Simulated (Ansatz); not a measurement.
Consider the redistribution: `[Cl][Ga]([Cl])[Br]` + `[CH3][Ge]([F])([F])[SiH3]` → `[SiH3][Ga]([Cl])[Cl]` + `[CH3][Ge]([F])([F])[Br]`.

Program: Ansatz. Geometries: PBE0-D4/def2-TZVP. ΔE: electronic, gas phase. CCSD(T)/CBS adds triple-zeta CCSD(T) − MP2 to the extrapolated MP2 energy (def2 sets, frozen cores). Functionals use def2-TZVPP. For Br, Ga, Ge outer-core shells are correlated without core-valence functions, which leaves a few kJ/mol of doubt a bond. Scalar relativity is left out up to krypton.

| level | ΔE (kJ/mol) |
| --- | --- |
| PBE0-D4 | 13.0 |
| r2SCAN | 12.5 |

Question: What does CCSD(T)/CBS give? (Best estimate.)

Answer: The calculation gave: +15.2 kJ/mol. The listed levels differ from it by -2.2, -2.7 kJ/mol.

Largest T1 diagnostic among the species: 0.012.

In def2-TZVPP, CCSD(T) changes the Hartree–Fock value by −5.1 kJ/mol (the triples alone add −0.8 kJ/mol) and MP2 by −5.1 kJ/mol.
